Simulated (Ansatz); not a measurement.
Ansatz (a first-principles code) input for Al(OH)2 (AlH2O2), SMILES [OH][Al+][OH], charge +1, PBE0/def2-TZVPD. Coordinates come from a B3LYP-D3(BJ)/def2-TZVP optimisation. The multiplicity is an assumed one; other spin states were not compared. The isomer is the one that the SMILES or the coordinates give; other isomers of the formula were not compared. The values are those of a single conformer.

Ansatz 0.2 input:
```yaml
crystal:
  periodic: [false, false, false]
  atoms:
    - {symbol: Al, position_ang: [-0.00000000, 0.00000000, 0.00945738]}
    - {symbol: O, position_ang: [-0.06108265, 1.60106389, -0.01586802]}
    - {symbol: H, position_ang: [0.31566616, 2.47849747, 0.06547121]}
    - {symbol: O, position_ang: [0.06108265, -1.60106389, -0.01586802]}
    - {symbol: H, position_ang: [-0.31566616, -2.47849748, 0.06547121]}
basis:
  gaussian:
    orbitals: def2-TZVPD
hamiltonian:
  xc: {name: PBE0}
total_charge: 1
```

Program output:

```
WARN ansatz: RAYON_NUM_THREADS=1 ignored (pool sized by the plan → 1); use --threads N
Functional definition: PBE0
integrals: 0.05 GiB planned
764 factors; their error is unknown
mean field: 0.46 GiB planned
mean field evaluation 1: about -10688.0304 eV, gradient 1.3e2 eV
mean field evaluation 2: about -10617.0405 eV, gradient 2.1e2 eV
mean field evaluation 4: about -10712.5941 eV, gradient 4.8e0 eV
mean field evaluation 8: about -10712.6555 eV, gradient 2.0e-2 eV
mean field evaluation 16: about -10712.6555 eV, gradient 9.9e-6 eV
mean field -10712.65545628 eV, -393.6828267195 hartree, gradient 9.9e-6 eV, S^2 0.000000; 0 other end points of the search recorded, 0 dependent functions left out
reference -10712.65549102 eV, -393.6828279964 hartree; 15, 15 occupied and 126, 126 virtual orbitals, 764 factors
Total energy: -10712.65549102 eV, -393.6828279964 hartree
```

The calculation finished and met its thresholds.
